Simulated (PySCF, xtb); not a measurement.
B(Cl)(Et)(NH2) (C2H7BClN), SMILES B(CC)(N)Cl. Atoms are numbered in the order given.

```xyz
12

B     -0.2069     0.1423     0.0000
Cl     0.3908     1.8384     0.0000
C      0.8381    -1.0436     0.0000
C      0.2509    -2.4594     0.0000
H      1.5090    -0.8976    -0.8766
H      1.5090    -0.8976     0.8766
H     -0.3823    -2.6397     0.8947
H     -0.3823    -2.6397    -0.8947
H      1.0366    -3.2421     0.0000
N     -1.5937    -0.0519     0.0000
H     -2.2649     0.7160     0.0000
H     -2.0133    -0.9818     0.0000
```

Coordinates come from a PBE-D3(BJ)/def2-SVP optimisation. This is a generated structure with no PubChem entry under its InChIKey; it may be hypothetical. Other conformers were not sampled.

Level of theory: C-PCM-M06-2X/def2-SVP in PySCF.

The values are the electrostatic part of the solvation free energy, E(continuum) − E(gas) at the gas-phase geometry, in a cavity of scaled van der Waals radii (PySCF's table); cavitation and dispersion terms are not included. In vacuum the orbital gap is 11.29 eV. The dipole moment in vacuum is 2.62 D.

Computed values in water (ε = 78.36), tetrahydrofuran (ε = 7.43), 2-propanol (ε = 19.26):
| solvent | ε | ΔG(elec) (kcal/mol) | dipole (D) | gap (eV) |
|---|---|---|---|---|
| water | 78.36 | -4.3 | 3.36 | 11.28 |
| tetrahydrofuran | 7.43 | -3.7 | 3.25 | 11.29 |
| 2-propanol | 19.26 | -4.1 | 3.33 | 11.29 |

For comparison, GFN2-xTB/ALPB(water) (xtb, at the GFN2-xTB geometry, all terms of that model) gives -4.9 kcal/mol.
